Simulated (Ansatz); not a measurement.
B(NMe2Et)H3 (C4H14BN), relaxed as a singlet with RKS PBE-D4/def2-SVP in Ansatz, starting from the GFN2-xTB geometry. Force threshold 0.02 eV/Å.

Another isomer (singlet) lies 1.23 eV lower at PBE0-D4/def2-TZVP; other spin states weren't run for this one.

Start:

Cartesian coordinates in Å:
```
B -0.004 1.665 0.358
C 0.647 0.328 -1.676
C 1.390 -0.461 0.438
C -0.920 -0.696 -0.227
C -1.413 -1.051 1.168
N 0.277 0.160 -0.273
H 0.868 -0.636 -2.145
H 1.521 0.971 -1.744
H -0.169 0.810 -2.210
H 1.167 -0.507 1.499
H 1.589 -1.468 0.057
H 2.279 0.153 0.310
H -1.712 -0.155 -0.747
H -0.711 -1.623 -0.781
H -2.378 -1.546 1.083
H -1.536 -0.150 1.760
H -0.732 -1.727 1.681
H 0.973 2.306 0.118
H -0.167 1.544 1.532
H -0.971 2.083 -0.200
```

Task: Estimate the energy that the relaxation releases and the steps that it takes.

Result: 3.6 kcal/mol, in 9 steps; 15 s on 4 threads of Arm Neoverse V1 on a shared host. The force fell under the threshold at step 5, but the optimiser went on. No frequencies were taken in this run, so the end may be a saddle point.

Task: Does the start keep its bonding?

Result: By distances, no bond broke or formed. The bond that changes most is B1–H20, from 1.19 to 1.23 Å (atoms count from 1).

Task: Predict the relaxed structure.

Result: 
```
atom    x (Å)    y (Å)    z (Å)
  B1   0.0094   1.6471   0.3848
  C2   0.6428   0.3447  -1.7054
  C3   1.4416  -0.4785   0.4221
  C4  -0.9278  -0.7211  -0.2131
  C5  -1.4674  -1.0120   1.1780
  N6   0.2939   0.1580  -0.2729
  H7   0.8284  -0.6357  -2.1938
  H8   1.5426   0.9811  -1.7729
  H9  -0.1925   0.8641  -2.2084
 H10   1.2094  -0.5811   1.4956
 H11   1.6658  -1.4739  -0.0175
 H12   2.3195   0.1845   0.3222
 H13  -1.6972  -0.1946  -0.8111
 H14  -0.6796  -1.6696  -0.7419
 H15  -2.3818  -1.6305   1.0784
 H16  -1.7287  -0.0771   1.7078
 H17  -0.7522  -1.5829   1.8035
 H18   1.0138   2.3131   0.1197
 H19  -0.1321   1.4951   1.5979
 H20  -1.0080   2.0693  -0.1730
```
Bond lengths: 3 × C–N 1.48 to 1.51 Å; 1 × C–C 1.52 Å; 1 × B–N 1.65 Å; 11 × C–H 1.10 to 1.11 Å; 3 × B–H 1.23 Å.
